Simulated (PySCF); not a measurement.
# Telling isomers of C5H7ClO2 apart by NMR

No relativistic terms, no solvent, fast rotation and ring inversion assumed for equivalent nuclei, one computed conformer. Geometry: GFN2-xTB; σ from GIAO-PBE0/pcSseg-1; PySCF.

Chemical shifts δ = σref − σ; ¹H, ¹³C vs TMS, all at this level. Where no couplings were computed, multiplicities follow the n + 1 count of equivalent neighbours, and m marks all less simple cases (inequivalent or close neighbours, rings, F or P nearby). Shifts are as computed. Against solution values, carbons near 30 ppm lie about +3 ppm off and those near 130 ppm about +5 ppm; carbons on Cl a further +6 ppm. Of 1309 compounds with measured shifts, 239 miss one by over three times the rms of a fit or turn the order of signals round; such compounds aren't used in these exercises. Carbons bonded to Cl come out too deshielded.

(1) Tabulate the signals of `C=C(Cl)C(=O)OCC`, `C/C=C(/Cl)OC(C)=O` and their relative energies.

(2) What is the quickest way to tell C=C(Cl)C(=O)OCC from C/C=C(/Cl)OC(C)=O?

## Answers

(1) 
| SMILES | carbon types | δC | δH | E rel. (kcal/mol) |
| --- | --- | --- | --- | --- |
| C=C(Cl)C(=O)OCC | 2×C 2×CH2 1×CH3 | 168.2, 143.6, 134.0, 65.3, 15.8 | 7.01 (br s, 1H), 6.19 (br s, 1H), 4.26 (q, 2H), 1.47 (t, 3H) | 0.3 |
| C/C=C(/Cl)OC(C)=O | 2×C 1×CH 2×CH3 | 171.4, 147.0, 124.2, 22.5, 16.4 | 5.76 (q, 1H), 2.21 (s, 3H), 1.66 (d, 3H) | 0.0 |

Energies are electronic energies at PBE0/pcSseg-1 on these geometries, without zero-point or thermal terms, each for the one conformer computed, which needn't be the lowest.

(2) Both give the same number of carbon signals, but DEPT or the intensities differ. The first has a β carbon of a C=C–C=O unit (CH2) at 134.0 ppm, the second a β carbon of an enol-ether or enamine type C=C (CH) at 124.2 ppm. Their most deshielded carbons lie at 168.2 and 171.4 ppm. In the proton spectra the most deshielded non-exchanging signals are 7.01 (br s, 1H) and 5.76 (q, 1H).
